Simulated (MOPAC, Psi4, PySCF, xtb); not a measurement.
Interaction energy of H4Si ··· BCl3 (SMILES [SiH4] and ClB(Cl)Cl). Monomers: optimised at B3LYP-D3(BJ) (def2-TZVP), held rigid. Orientation: lowest of the rigid-body minima from ten starts at GFN2-xTB. R is the distance of the centres of mass, along which the second monomer moves.

- PM7, restricted, heats of formation (MOPAC)
- RKS-B3LYP/6-31G* = restricted B3LYP/6-31G*, spherical d, no counterpoise correction (PySCF 2.14.0)
- GFN1-xTB (xtb)
- SAPT0/jun-cc-pVDZ, frozen core (Psi4)

Interaction energies in kcal/mol; the last columns give the difference from SAPT0:

```csv
R / Å,PM7,RKS-B3LYP/6-31G*,GFN1-xTB,SAPT0/jun-cc-pVDZ,PM7 − SAPT0/jun-cc-pVDZ,RKS-B3LYP/6-31G* − SAPT0/jun-cc-pVDZ,GFN1-xTB − SAPT0/jun-cc-pVDZ
3.15,-1.45,8.90,-3.23,5.63,-7.08,3.27,-8.86
3.34,-3.06,4.97,-4.00,2.38,-5.44,2.60,-6.37
3.54,-3.49,2.63,-3.79,0.54,-4.03,2.09,-4.33
3.77,-3.19,1.23,-3.10,-0.42,-2.77,1.65,-2.68
4.00,-2.61,0.57,-2.38,-0.74,-1.86,1.31,-1.64
4.14,-2.24,0.36,-2.00,-0.78,-1.46,1.14,-1.22
4.47,-1.51,0.13,-1.32,-0.68,-0.83,0.81,-0.65
4.81,-0.99,0.05,-0.89,-0.50,-0.49,0.56,-0.39
5.28,-0.55,0.02,-0.54,-0.31,-0.24,0.33,-0.23
6.00,-0.23,0.00,-0.27,-0.15,-0.08,0.15,-0.12
6.95,-0.08,0.00,-0.11,-0.06,-0.02,0.06,-0.05
8.27,-0.03,0.00,-0.04,-0.02,-0.01,0.02,-0.02
```

PM7 is furthest from SAPT0/jun-cc-pVDZ at 3.15 (-7.08 kcal/mol, below); its mean absolute difference over the points is 2.03 kcal/mol.

RKS-B3LYP/6-31G* is furthest from SAPT0/jun-cc-pVDZ at 3.15 (3.27 kcal/mol, above); its mean absolute difference over the points is 1.17 kcal/mol.

GFN1-xTB is furthest from SAPT0/jun-cc-pVDZ at 3.15 (-8.86 kcal/mol, below); its mean absolute difference over the points is 2.21 kcal/mol.
